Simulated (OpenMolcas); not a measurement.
## CH6B2O (SMILES BB(C)O): methods side by side

The species is CH6B2O (10 atoms), meant as a singlet with charge 0. SMILES: `BB(C)O`. The coordinates come from a PBE0-D4/def2-TZVP relaxation. This is one conformer, not always the lowest.

Quantity: the HOMO–LUMO gap, in eV. The values are calculated.

```csv
level,kind,program,value (eV)
HF/def2-SVP,Hartree–Fock,OpenMolcas,12.86
SVWN5/def2-SVP,LDA,OpenMolcas,3.16
BLYP/def2-SVP,GGA,OpenMolcas,3.47
revPBE/def2-SVP,GGA,OpenMolcas,3.49
M06-L/def2-SVP,meta-GGA,OpenMolcas,4.42
r2SCAN/def2-SVP,meta-GGA,OpenMolcas,4.07
B3LYP/def2-SVP,global hybrid,OpenMolcas,5.38
BHLYP/def2-SVP,global hybrid,OpenMolcas,8.21
```

The values span 3.16 to 12.86 eV. Orbital gaps aren't excitation energies; they tend to grow with the share of exact exchange.
